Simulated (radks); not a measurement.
Ba38+, 18 electrons, occupied as [Ar] (the NIST ground configuration). All-electron calculation, Dirac Kohn-Sham, PBE, spin-unpolarised, spherical densities, finite nucleus; Fermi nuclear charge, rms radius 4.8378 fm. Program: a radial shooting solver on a logarithmic mesh with Libxc functionals.

Unscreened Slater integrals over Kohn-Sham orbitals (cm^-1). Large and small components are both included. Empty in this configuration: 3d3/2.

| integral | value |
|---|---|
| F0(3p3/2,3p3/2) | 748500 |
| F2(3p3/2,3p3/2) | 375280 |
| F0(3p3/2,3p1/2) | 761580 |
| G2(3p3/2,3p1/2) | 377580 |
| F0(3p3/2,3s1/2) | 741320 |
| G1(3p3/2,3s1/2) | 480270 |
| F0(3p3/2,2p3/2) | 991080 |
| F2(3p3/2,2p3/2) | 253670 |
| G0(3p3/2,2p3/2) | 100960 |
| G2(3p3/2,2p3/2) | 110910 |
| F0(3p3/2,3d3/2) | 791390 |
| F2(3p3/2,3d3/2) | 376670 |
| G1(3p3/2,3d3/2) | 390140 |
| G3(3p3/2,3d3/2) | 263370 |
| F0(3p1/2,3p1/2) | 775690 |
| F0(3p1/2,3s1/2) | 753730 |
| G1(3p1/2,3s1/2) | 477860 |
| F0(3p1/2,2p3/2) | 1021400 |
| G2(3p1/2,2p3/2) | 109790 |
| F0(3p1/2,3d3/2) | 807970 |
| G1(3p1/2,3d3/2) | 419000 |
| F0(3s1/2,3s1/2) | 736050 |
| F0(3s1/2,2p3/2) | 964030 |
| G1(3s1/2,2p3/2) | 97625 |
| F0(3s1/2,3d3/2) | 783500 |
| G2(3s1/2,3d3/2) | 300200 |
| F0(2p3/2,2p3/2) | 2064900 |
| F2(2p3/2,2p3/2) | 984260 |
| F0(2p3/2,3d3/2) | 1093300 |
| F2(2p3/2,3d3/2) | 342390 |
| G1(2p3/2,3d3/2) | 315930 |
| G3(2p3/2,3d3/2) | 182400 |
| F0(3d3/2,3d3/2) | 865000 |
| F2(3d3/2,3d3/2) | 446090 |
